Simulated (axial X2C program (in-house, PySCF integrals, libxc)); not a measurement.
SPmS²⁺: the levels of the configuration f(δφ)1 f(π)0

Calculated with an axial X2C code built on PySCF integrals: two-component X2C with atomic mean-field Coulomb and Gaunt terms, basis S dyall-v3z, Pm dyall-v3z (cores contracted in-house). Orbitals come from Hartree–Fock averaged over the configuration Pm f(δφ)1 f(π)0; CI then distributes these electrons over the f(δφ), f(π) shells of Pm.

S–Pm–S held linear, both bonds 2.201 Å (near the minimum of the configuration average).

Lowest levels of this model:

```
  Ω  energy (cm⁻¹)    g∥  configuration
5/2              0  4.17    100% f(δφ)1
7/2           6382  8.00    100% f(δφ)1
3/2           7525  2.22    100% f(δφ)1
5/2          16021  5.83    100% f(δφ)1
```

g∥ is the magnitude of 2⟨Lz + ge Sz⟩ for the +Ω component.

Q: From Ω and g∥ of the lowest level, whose 2⟨Lz + ge Sz⟩ is positive, find ⟨Sz⟩ and ⟨Lz⟩ (ge = 2.0023).

A: Ω = ⟨Lz⟩ + ⟨Sz⟩ = 5/2 and ⟨Lz⟩ + ge⟨Sz⟩ = 2.085, so ⟨Sz⟩ = -0.41 and ⟨Lz⟩ = 2.91.

Occupations of the active spinors in the lowest level by ω, shell by shell in order of energy: -7/2: 0.00; -5/2: 0.00 0.00; -3/2: 0.00 0.00; -1/2: 0.00; 1/2: 0.00; 3/2: 0.00 0.00; 5/2: 0.99 0.01; 7/2: 0.00. The leading determinant has weight 0.99 among 2.

This point took 5.6 s on 1 thread of Arm Neoverse V2 (shared host).

There is no dynamic correlation: spin–orbit spacings and, for f shells, spacings inside one term are the most reliable numbers, splittings between terms come out too wide, and energies between configurations are not reliable, so the lowest level need not be the ground state of the molecule. At most 6 roots were kept for each Ω > 0 (twice that for Ω = 0) within 3.5 eV of the lowest, so higher up levels can be missing between those listed; levels with Ω > 0 are doubly degenerate and listed once, Ω = 0 levels singly. States that fill the shells left empty in the average are placed too high. Along the bond the averaged SCF switches between close solutions, so this one may not be the lowest. The molecule was held linear; bending was not examined.
